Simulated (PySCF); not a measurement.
Compound: C₅H₁₂OSi₂.
Geometry (PBE0-D3(BJ)/def2-SVP, Å), atoms numbered from 1 in this order:
```xyz
20
C5H12OSi2 angstrom
C      2.003   -0.567    1.486
C      1.703    0.252    0.469
C      2.731    0.763   -0.500
Si    -0.082    0.758    0.232
C     -0.900   -0.010   -1.300
C     -2.373   -0.300   -0.933
Si    -2.389   -0.762    0.905
O     -1.043    0.091    1.440
H      3.030   -0.910    1.662
H      1.234   -0.919    2.181
H      2.769    1.866   -0.497
H      3.738    0.388   -0.262
H      2.493    0.464   -1.535
H     -0.204    2.250    0.246
H     -0.810    0.607   -2.209
H     -0.366   -0.954   -1.507
H     -2.982    0.613   -1.051
H     -2.827   -1.064   -1.584
H     -3.614   -0.315    1.630
H     -2.196   -2.224    1.146
```

Computed with PySCF at B3LYP/def2-SVPD, non-relativistic, on one gas-phase PBE0-D3(BJ)/def2-SVP geometry that isn't relaxed in the solvent. The solvent is an IEF-PCM continuum (van der Waals radii × 1.2), and excitations are vertical TDDFT with non-equilibrium linear response and a frozen core. The model holds no explicit solvent molecules, cavitation or dispersion.

Gas-phase singlets (H = HOMO, L = LUMO):

| state | E (eV) | λ (nm) | f | leading configuration |
| --- | --- | --- | --- | --- |
| S1 | 6.406 | 194 | 0.011 | H-1→L 61% |
| S2 | 6.505 | 191 | 0.044 | H→L+1 58% |
| S3 | 6.554 | 189 | 0.130 | H→L 42% |
| S4 | 6.751 | 184 | 0.010 | H→L+3 42% |
| S5 | 6.917 | 179 | 0.003 | H→L+3 48% |

How does the list change in chloroform (ε = 4.711)?

```csv
state,E (eV),λ (nm),f,leading configuration,change by rank (eV)
S1,6.351,195,0.069,H-1→L 50%,-0.055
S2,6.456,192,0.101,H→L+1 36%,-0.049
S3,6.493,191,0.141,H→L+1 55%,-0.061
S4,6.832,181,0.003,H→L+2 44%,+0.081
S5,6.972,178,0.130,H-2→L 29%,+0.055
```

How do the frontier levels move from gas to chloroform?

| orbital | gas (eV) | solvent (eV) | change (eV) | Löwdin shares, gas | Löwdin shares, solvent |
| --- | --- | --- | --- | --- | --- |
| LUMO+2 | 0.31 | 0.45 | +0.14 | Si7 19 %, C6 11 %, C5 8 %, H18 7 % | Si7 22 %, C6 10 %, C5 7 %, H19 7 % |
| LUMO+1 | 0.12 | 0.15 | +0.03 | Si7 26 %, Si4 12 %, O8 11 %, H20 9 % | Si7 26 %, O8 14 %, Si4 13 %, H20 9 % |
| LUMO | -0.40 | -0.35 | +0.05 | C1 34 %, C2 30 %, Si4 8 %, H9 6 % | C1 34 %, C2 31 %, Si4 8 %, H9 6 % |
| HOMO | -7.21 | -7.15 | +0.06 | C1 33 %, C2 30 %, C3 6 %, Si4 6 % | C1 32 %, C2 29 %, C3 6 %, C5 6 % |
| HOMO-1 | -7.98 | -7.90 | +0.08 | O8 27 %, C2 16 %, Si4 14 %, H14 9 % | C2 17 %, C5 15 %, Si4 14 %, C6 13 % |
| HOMO-2 | -8.01 | -7.95 | +0.06 | C5 17 %, C6 16 %, Si4 12 %, C2 11 % | O8 28 %, Si4 12 %, C2 11 %, H14 10 % |
| HOMO-3 | -8.43 | -8.34 | +0.09 | O8 24 %, C6 22 %, C5 18 %, Si7 11 % | C6 22 %, O8 20 %, C5 19 %, Si7 11 % |

The HOMO–LUMO gap goes from 6.81 to 6.80 eV. Rows go by rank; for HOMO-2 and HOMO-1 the atom shares or the degeneracy differ between the runs, so the row needn't follow one orbital.
